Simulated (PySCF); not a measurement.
## Strontium: highly charged ions in a basis for the neutral atom

Sr⁸⁺ [Ar] 3d10 4s2, Sr⁹⁺ [Ar] 3d10 4s1. Computed with PySCF 2.14 in cc-pVDZ-X2C, with scalar relativity by spin-free X2C-1e. No spin-orbit coupling, so a gap to NIST mixes the basis error with missing relativistic terms.

Changed run: basis of the neutral atom used for a highly charged ion. This setting is unsound on purpose.

```csv
species,method,sound run (hartree),changed run (hartree),converged
Sr⁸⁺,UHF,not run,-3159.03532,yes
Sr⁸⁺,PBE,not run,-3160.28835,yes
Sr⁸⁺,BP86,not run,-3161.01509,yes
Sr⁹⁺,UHF,not run,-3153.31726,yes
Sr⁹⁺,PBE,not run,-3154.46908,yes
Sr⁹⁺,BP86,not run,-3155.19730,yes
```

Ionisation energy of Sr⁸⁺:

| method | changed run (eV) | NIST (eV) |
| --- | --- | --- |
| UHF | 155.60 | 158.33 ± 0.25 |
| PBE | 158.35 | 158.33 ± 0.25 |
| BP86 | 158.31 | 158.33 ± 0.25 |

The contracted functions were made for the neutral atom and can be too rigid for a highly charged ion.
